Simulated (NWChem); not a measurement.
System: ScClF₂; SMILES [Sc]([F])([F])[Cl]

Input file for NWChem:

```
start job
memory heap 200 mb stack 900 mb global 1100 mb
geometry units angstroms noautoz
  Sc     0.000000     0.000000    -0.374583
  F      0.000000     1.544569    -1.316350
  F      0.000000    -1.544569    -1.316350
  Cl     0.000000     0.000000     1.918506
end
basis spherical
  Sc library def2-svp
  F library def2-svp
  Cl library def2-svp
end
dft
  xc xpbe96 cpbe96
  iterations 150
end
tddft
  cis
  nroots 8
  notriplet
end
task tddft energy
```

NWChem printed, in part:

```
             Northwest Computational Chemistry Package (NWChem) 7.3.0
             --------------------------------------------------------

 C2V symmetry detected

                             Geometry "geometry" -> ""
                             -------------------------

 Output coordinates in angstroms (scale by  1.889725989 to convert to a.u.)

  No.       Tag          Charge          X              Y              Z
 ---- ---------------- ---------- -------------- -------------- --------------
    1 Sc                  21.0000     0.00000000     0.00000000    -0.39340548
    2 F                    9.0000     0.00000000     1.54456900    -1.33517248
    3 F                    9.0000     0.00000000    -1.54456900    -1.33517248
    4 Cl                  17.0000     0.00000000     0.00000000     1.89968352

 Effective nuclear repulsion energy (a.u.)     252.0047976055

      Symmetry information
      --------------------

 Group name             C2v
 Group number             16
 Group order               4
 No. of unique centers     3

  pbe96 is a nonlocal functional; adding pw91lda local functional.

                                 NWChem DFT Module
                                 -----------------

 Summary of "ao basis" -> "ao basis" (spherical)
 ------------------------------------------------------------------------------
       Tag                 Description            Shells   Functions and Types
 ---------------- ------------------------------  ------  ---------------------
 Sc                         def2-svp                11       31   5s3p2d1f
 F                          def2-svp                 6       14   3s2p1d
 Cl                         def2-svp                 8       18   4s3p1d

      Symmetry analysis of basis
      --------------------------

        a1         33
        a2          8
        b1         15
        b2         21

            General Information
            -------------------
          SCF calculation type: DFT
          Wavefunction type:  closed shell.
          No. of atoms     :     4
          No. of electrons :    56
           Alpha electrons :    28
            Beta electrons :    28
          Charge           :     0
          Spin multiplicity:     1
          Use of symmetry is: off; symmetry adaption is: on
          Maximum number of iterations: 150
          AO basis - number of functions:    77
                     number of shells:    31
          Convergence on energy requested:  1.00D-06
          Convergence on density requested:  1.00D-05
          Convergence on gradient requested:  5.00D-04

              XC Information
              --------------
          PerdewBurkeErnzerhof Exchange Functional  1.000
            Perdew 1991 LDA Correlation Functional  1.000 local
           PerdewBurkeErnz. Correlation Functional  1.000 non-local

             Grid Information
             ----------------
          Grid used for XC integration:  medium
          Radial quadrature: Mura-Knowles
          Angular quadrature: Lebedev.
          Tag              B.-S. Rad. Rad. Pts. Rad. Cut. Ang. Pts.
          ---              ---------- --------- --------- ---------
          Sc                  1.60      112          10.0       590
          F                   0.50       49           9.0       434
          Cl                  1.00       88          10.0       590
          Grid pruning is: on
          Number of quadrature shells:   298
          Spatial weights used:  Erf1

      Superposition of Atomic Density Guess
      -------------------------------------

 Sum of atomic energies:       -1417.54041652

      Non-variational initial energy
      ------------------------------

 Total energy =   -1417.346394
 1-e energy   =   -2454.849629
 2-e energy   =     785.498438
 HOMO         =      -0.465480
 LUMO         =      -0.086011

      Symmetry analysis of molecular orbitals - initial
      -------------------------------------------------

  Numbering of irreducible representations:

     1 a1          2 a2          3 b1          4 b2

  Orbital symmetries:

     1 a1          2 a1          3 a1          4 b2          5 a1
     6 b2          7 a1          8 b1          9 a1         10 a1
    11 b2         12 b1         13 a1         14 b2         15 a1
    16 b1         17 a1         18 b2         19 a1         20 a1
    21 a2         22 b2         23 b1         24 a1         25 b2
    26 a1         27 b1         28 b2         29 a1         30 a1
    31 b1         32 b1         33 a2         34 b2         35 a1
    36 a1         37 a1         38 b2

   convergence    iter        energy       DeltaE   RMS-Dens  Diis-err
 ---------------- ----- ----------------- --------- --------- ---------
 d= 0,ls=0.0,diis     1  -1419.5583798977 -1.67D+03  6.55D-02  1.88D+00

 !! scf_movecs_sym_adapt:    2 vectors were symmetry contaminated

  Symmetry fudging
 d= 0,ls=0.0,diis     2  -1400.8800699252  1.87D+01  5.46D-02  1.58D+02
 d= 0,ls=0.0,diis     3  -1419.4285646834 -1.85D+01  1.12D-02  4.25D+00
 d= 0,ls=0.0,diis     4  -1419.7711869791 -3.43D-01  6.02D-03  8.57D-01

 !! scf_movecs_sym_adapt:    2 vectors were symmetry contaminated

  Symmetry fudging
 d= 0,ls=0.0,diis     5  -1419.8135082617 -4.23D-02  4.87D-03  3.26D-01
  Resetting Diis
 d= 0,ls=0.0,diis     6  -1419.8556820526 -4.22D-02  7.22D-04  5.34D-03

 !! scf_movecs_sym_adapt:    2 vectors were symmetry contaminated

  Symmetry fudging
 d= 0,ls=0.0,diis     7  -1419.8565799125 -8.98D-04  1.96D-04  1.26D-04
 d= 0,ls=0.0,diis     8  -1419.8565450466  3.49D-05  1.45D-04  5.14D-04
 d= 0,ls=0.0,diis     9  -1419.8565875101 -4.25D-05  5.22D-05  4.43D-05
 d= 0,ls=0.0,diis    10  -1419.8565924910 -4.98D-06  1.36D-05  9.82D-07
 d= 0,ls=0.0,diis    11  -1419.8565926257 -1.35D-07  3.76D-06  1.08D-07

         Total DFT energy =    -1419.856592625660
      One electron energy =    -2459.181270879690
           Coulomb energy =      875.048290547411
    Exchange-Corr. energy =      -87.728409898881
 Nuclear repulsion energy =      252.004797605500

 Numeric. integr. density =       55.999998974740

                  Occupations of the irreducible representations
                  ----------------------------------------------

                     irrep           alpha         beta
                     --------     --------     --------
                     a1               14.0         14.0
                     a2                1.0          1.0
                     b1                5.0          5.0
                     b2                8.0          8.0

                       DFT Final Molecular Orbital Analysis
                       ------------------------------------

 Vector   26  Occ=2.000000D+00  E=-3.011893D-01  Symmetry=a1
              MO Center=  5.1D-20,  1.6D-10,  1.5D+00, r^2= 2.3D+00
   Bfn.  Coefficient  Atom+Function         Bfn.  Coefficient  Atom+Function
  ----- ------------  ---------------      ----- ------------  ---------------
    72      0.549012  4 Cl pz                69      0.433254  4 Cl pz
    66      0.254606  4 Cl pz                11      0.209162  1 Sc pz
     4     -0.194565  1 Sc s                 17     -0.156557  1 Sc d  0
    63      0.129223  4 Cl s                 36      0.127260  2 F  py
    50     -0.127260  3 F  py                 3      0.122096  1 Sc s

[...]

                                NWChem TDDFT Module
                                -------------------

            General Information
            -------------------
           No. of orbitals :     154
            Alpha orbitals :      77
             Beta orbitals :      77
        Alpha frozen cores :       0
         Beta frozen cores :       0
     Alpha frozen virtuals :       0
      Beta frozen virtuals :       0
         Spin multiplicity :       1
    Number of AO functions :      77
        Use of symmetry is : off
      Symmetry adaption is : on
         Schwarz screening :  0.10D-07

              XC Information
              --------------
   PerdewBurkeErnzerhof Exchange Functional   1.00
     Perdew 1991 LDA Correlation Functional   1.00 local
    PerdewBurkeErnz. Correlation Functional   1.00 non-local

             TDDFT Information
             -----------------
          Calculation type : Tamm-Dancoff TDDFT
         Wavefunction type : Restricted singlets
          No. of electrons :      56
           Alpha electrons :      28
            Beta electrons :      28
              No. of roots :       8
          Max subspacesize :    5600
            Max iterations :     100
               Target root :       1
           Target symmetry : none
      Symmetry restriction : off
                 Algorithm : Optimal
        Davidson threshold :  0.10D-03

    8 smallest eigenvalue differences (eV)
--------------------------------------------------------
  No. Spin  Occ  Vir  Irrep   E(Occ)    E(Vir)   E(Diff)
--------------------------------------------------------
    1    1   28   29 b2       -0.273    -0.127     3.969
    2    1   27   29 b1       -0.282    -0.127     4.197
    3    1   28   30 a2       -0.273    -0.100     4.717
    4    1   26   29 a1       -0.301    -0.127     4.730
    5    1   27   30 a1       -0.282    -0.100     4.944
    6    1   28   31 b1       -0.273    -0.086     5.084
    7    1   27   31 b2       -0.282    -0.086     5.311
    8    1   26   30 b1       -0.301    -0.100     5.477
--------------------------------------------------------

  Entering Davidson iterations
  Restricted singlet excited states

  Iter   NTrls   NConv    DeltaV     DeltaE      Time
  ----  ------  ------  ---------  ---------  ---------
    1      8       0     0.15E+00   0.10+100        2.3
    2     16       0     0.11E+00   0.13E-01        2.2
    3     24       2     0.33E-01   0.26E-01        2.3
    4     30       6     0.97E-02   0.21E-02        2.0
    5     32       7     0.16E-02   0.75E-04        1.6
    6     33       7     0.12E-03   0.23E-05        1.4
    7     34       8     0.70E-04   0.85E-08        1.4
  ----  ------  ------  ---------  ---------  ---------
  Convergence criterion met

  Ground state a1      -1419.856592625660 a.u.

  ----------------------------------------------------------------------------
  Root   1 singlet b2             0.146187829 a.u.                3.9780 eV
  ----------------------------------------------------------------------------
     Transition Moments    X  0.00000   Y  0.20325   Z  0.00000
     Dipole Oscillator Strength                    0.0040260459
     Electric Quadrupole                           0.0000000006
     Magnetic Dipole                               0.0000001167
     Total Oscillator Strength                     0.0040261633

     Occ.   28  b2  ---  Virt.   29  a1      -0.99963
  ----------------------------------------------------------------------------
  Root   2 singlet b1             0.155354826 a.u.                4.2274 eV
  ----------------------------------------------------------------------------
     Transition Moments    X  0.39703   Y -0.00000   Z  0.00000
     Dipole Oscillator Strength                    0.0163258867
     Electric Quadrupole                           0.0000000045
     Magnetic Dipole                               0.0000008547
     Total Oscillator Strength                     0.0163267459

     Occ.   27  b1  ---  Virt.   29  a1      -0.99855
  ----------------------------------------------------------------------------
  Root   3 singlet a2             0.175067322 a.u.                4.7638 eV
  ----------------------------------------------------------------------------
     Transition Moments    X -0.00000   Y -0.00000   Z  0.00000
     Dipole Oscillator Strength                    0.0000000000
     Electric Quadrupole                           0.0000000004
     Magnetic Dipole                               0.0000001167
     Total Oscillator Strength                     0.0000001171

     Occ.   28  b2  ---  Virt.   30  b1      -0.99948
  ----------------------------------------------------------------------------
  Root   4 singlet a1             0.175237866 a.u.                4.7685 eV
  ----------------------------------------------------------------------------
     Transition Moments    X  0.00000   Y -0.00000   Z  0.04400
     Dipole Oscillator Strength                    0.0002262193
     Electric Quadrupole                           0.0000000086
     Magnetic Dipole                               0.0000000000
     Total Oscillator Strength                     0.0002262279

     Occ.   26  a1  ---  Virt.   29  a1       0.98303
     Occ.   27  b1  ---  Virt.   30  b1       0.18091
  ----------------------------------------------------------------------------
  Root   5 singlet b1             0.187128359 a.u.                5.0920 eV
  ----------------------------------------------------------------------------
     Transition Moments    X  0.11174   Y -0.00000   Z  0.00000
     Dipole Oscillator Strength                    0.0015576983
     Electric Quadrupole                           0.0000000004
     Magnetic Dipole                               0.0000000696
     Total Oscillator Strength                     0.0015577683

     Occ.   26  a1  ---  Virt.   30  b1       0.06786
     Occ.   28  b2  ---  Virt.   31  a2      -0.99721
  ----------------------------------------------------------------------------
  Root   6 singlet b2             0.195671854 a.u.                5.3245 eV
  ----------------------------------------------------------------------------
     Transition Moments    X  0.00000   Y -0.06904   Z  0.00000
     Dipole Oscillator Strength                    0.0006217936
     Electric Quadrupole                           0.0000000027
     Magnetic Dipole                               0.0000002437
     Total Oscillator Strength                     0.0006220400

     Occ.   27  b1  ---  Virt.   31  a2       0.99886
  ----------------------------------------------------------------------------
  Root   7 singlet a1             0.203460491 a.u.                5.5364 eV
  ----------------------------------------------------------------------------
     Transition Moments    X -0.00000   Y -0.00000   Z -0.52896
     Dipole Oscillator Strength                    0.0379516735
     Electric Quadrupole                           0.0000000165
     Magnetic Dipole                               0.0000000000
     Total Oscillator Strength                     0.0379516901

     Occ.   23  a1  ---  Virt.   29  a1      -0.12360
     Occ.   24  b1  ---  Virt.   30  b1      -0.05441
     Occ.   26  a1  ---  Virt.   29  a1      -0.16027
     Occ.   26  a1  ---  Virt.   32  a1      -0.20634
     Occ.   27  b1  ---  Virt.   30  b1       0.88920
     Occ.   27  b1  ---  Virt.   35  b1       0.07026
     Occ.   28  b2  ---  Virt.   33  b2       0.32757
  ----------------------------------------------------------------------------
  Root   8 singlet b1             0.205658918 a.u.                5.5963 eV
  ----------------------------------------------------------------------------
     Transition Moments    X  0.25680   Y  0.00000   Z -0.00000
     Dipole Oscillator Strength                    0.0090412702
     Electric Quadrupole                           0.0000000332
     Magnetic Dipole                               0.0000025253
     Total Oscillator Strength                     0.0090438286

     Occ.   26  a1  ---  Virt.   30  b1      -0.99594
     Occ.   28  b2  ---  Virt.   31  a2      -0.06633

              Target root =      1
          Target symmetry = none
      Ground state energy =  -1419.856592625660
        Excitation energy =      0.146187829366
     Excited state energy =  -1419.710404796294

  stored tddft:energy   -1419.7104047962944
```

Level: PBE/def2-SVP, TDA. The geometry was optimised at PBE0/def2-SVP.
